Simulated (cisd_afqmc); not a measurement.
Input (AFQMC/CISD/def2-SVP; cisd_afqmc is a phaseless AFQMC code with CISD trial states that reads the integrals written by Ansatz):

Ansatz 0.2 input:
```python
import cisd_afqmc

open("ham.yaml", "w").write("""\
crystal:
  periodic: [false, false, false]
  atoms:
    - {symbol: Be, position_ang: [0.00000000, 0.00000000, 0.00000000]}
    - {symbol: Cl, position_ang: [-0.00000000, -0.00000000, -1.80410498]}
    - {symbol: Cl, position_ang: [0.00000000, 0.00000000, 1.80410498]}
basis:
  gaussian:
    orbitals: def2-SVP
magnetization: {spin_polarized: false}
correlation: {method: ccsd, electrons: outside_noble_gas, hamiltonian_folder: ham}
""")
rep = cisd_afqmc.ansatz("ham.yaml")
e_ccsd = rep["correlation"]["coupled_cluster"]["energy"]["hartree"]
out = cisd_afqmc.run("ham", e_ccsd, trial="CISD", walkers=200, populations=8, threads=8, dt=0.005, steps=40, early=24, settle=10, least=32,
    cut=5e-5, rank_cut=2e-4, target=0.0004, seconds=1500, seed=1, memory=17280, gpu=False)
```

Output:

```
orbitals 34, occupied [8], factors 165 of 444, rank of the doubles 105 of 208
E(HF) = -933.480463
E(CCSD) on the cut factors = -933.792815, shift to the whole factors 0.000002
Energy of the trial state on the determinant = -933.792886
  tau behind 7.2 of longer steps, mean of the populations' last blocks
   2.0  -933.79934
   4.0  -933.79979
   6.0  -933.80023
   8.0  -933.79890
blocks 277 (0 outliers left out), error by blocks joined: 1: 0.00013, 2: 0.00017, 4: 0.00021, 8: 0.00023, 16: 0.00024
E(AFQMC/CISD) = -933.79965 +/- 0.00024
```
